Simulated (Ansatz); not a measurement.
C6H13N3Zr (`C[C@@]12[C@H]3[C@H]4[C@H]5[C@@H]1[Zr]4532([NH2])([NH2])[NH2]`), 23 atoms. Charge 0, multiplicity 1. Correlated methods include outer-core shells of Zr, which these sets cover unevenly. Zr: def2 effective core potential. Hardware: A = 4 threads of an AMD EPYC 7R13 on a shared host and a share of an NVIDIA H100 80 GB; B = 4 threads of a server CPU on a shared host. Correlated methods freeze the cores.

(1) Give the basis size and wall time and peak host memory of each of these runs in Ansatz. RKS PBE0-D4/def2-QZVPP energy [A]; direct RPA on PBE orbitals/def2-TZVPP energy [A]; RKS BHLYP-D4/def2-TZVPP energy [A]; RKS PBE0-D4/def2-TZVP relaxation (28 steps) [A]; RHF-MP2/def2-QZVPP energy [A]; RKS PBE0-D4/def2-SVP energy [B]; RKS PBE-QIDH (frozen core)/def2-TZVPP energy [A]; RKS ωB97M-V/def2-QZVPP energy [A]; RKS ωB97M-V/def2-SVP energy [B]; RHF-CCSD(T)/def2-SVP energy [A]; RKS HSE06 (plane-wave form)-D4/def2-TZVPP energy [A]; RHF-CCSD(T)/def2-TZVPP energy [A]. (Best estimate.)

## Answers

(1) The calculation gave: Other jobs shared the machine, so times are rough.

```csv
level,job,functions,wall time,peak host memory (GiB)
RKS BHLYP-D4/def2-TZVPP,energy [A],517,5.5 s,1.3
RHF-CCSD(T)/def2-SVP,energy [A],222,7.5 s,1.3
RKS HSE06 (plane-wave form)-D4/def2-TZVPP,energy [A],517,8.5 s,1.3
RKS PBE-QIDH (frozen core)/def2-TZVPP,energy [A],517,9.5 s,3.1
RHF-MP2/def2-QZVPP,energy [A],984,14 s,1.7
RKS PBE0-D4/def2-SVP,energy [B],222,17 s,1.3
direct RPA on PBE orbitals/def2-TZVPP,energy [A],517,18 s,3.1
RKS PBE0-D4/def2-QZVPP,energy [A],984,25 s,1.6
RKS ωB97M-V/def2-QZVPP,energy [A],984,31 s,1.8
RKS ωB97M-V/def2-SVP,energy [B],222,38 s,1.4
RHF-CCSD(T)/def2-TZVPP,energy [A],517,61 s,2.9
RKS PBE0-D4/def2-TZVP,relaxation (28 steps) [A],397,120 s,1.3
```
